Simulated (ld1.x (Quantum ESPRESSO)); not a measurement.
indium (In): TM pseudisation with LDA (PZ), scalar-relativistic reference atom.

In (Z = 49), norm-conserving Troullier–Martins (Kleinman–Bylander form), made with ld1.x (Quantum ESPRESSO) 7.5 (LDA (PZ), scalar-relativistic). Core [Kr] 4d10, reference 5s2 5p1. Waves: 5s (bound): rc 1.90 bohr; 5p (bound): rc 3.00 bohr. Local part: the p channel. Core correction: Bessel-smoothed model core inside 1.60 bohr.

Results:

| Item | Value |
| --- | --- |
| Cutoffs needed | 18 Ry and 40 Ry (the cutoffs (Ry, on a coarse ladder) from which the occupation-weighted sum of valence levels, in a spherical-Bessel basis at the reference potential, stays within 10 and 1 mRy of its value at 400 Ry) |
| Ghost test | no extra level below or beside the all-electron valence levels (s, p, d, f tested) (spherical-Bessel basis up to 400 Ry, 20 bohr box) |
| Largest excitation error | -186 meV (all-electron minus pseudo) for 5s1 5p0, out of 7 test configurations |

Generation and tests took about 3 s on one core of a shared server CPU.
